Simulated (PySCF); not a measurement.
**Energy of Ru(2+) (ruthenium, charge +2) between two integer charges**

The 4d beta orbital of [Kr] 4d6 is emptied in steps (occupation f), with all orbitals relaxed, ending at [Kr] 4d5. Computed with PySCF 2.14 in def2-TZVPPD with the def2 core potential (28 electrons), with scalar relativity through the core potential. The exact energy is a straight line in f; departures are measured from the line between the end points of the same method.

```
  f  UHF (eV)  LDA (eV)  PBE (eV)
  1     0.000     0.000     0.000
0.9     0.122    -0.549    -0.536
0.7     0.276    -1.289    -1.256
0.5     0.319    -1.542    -1.500
0.3     0.261    -1.301    -1.262
0.1     0.109    -0.560    -0.541
  0     0.000     0.000     0.000
```

Q: For LDA, how does the orbital energy at f = 1 compare with the removal energy?

A: −ε = 22.665 eV against a total-energy difference of 28.750 eV. By Janak's theorem ε = ∂E/∂f, so the gap between them reflects the curvature. Along the path −ε is 23.852 (f = 0.9), 26.262 (f = 0.7), 28.714 (f = 0.5), 31.201 (f = 0.3), 33.714 (f = 0.1) eV.

```csv
method,E(f=0) − E(f=1) (eV),−ε at f=1 (eV),−ε at f=0.5 (eV)
UHF,26.556,27.932,26.510
LDA,28.750,22.665,28.714
PBE,28.605,22.658,28.586
```

Reference removal energy between the ground levels: 28.47 eV (semi-empirical (NIST evaluation); NIST Atomic Spectra Database, ionization energies). The calculation has no spin-orbit coupling. The determinant left behind need not be the lowest term of the ion. UHF lacks correlation.
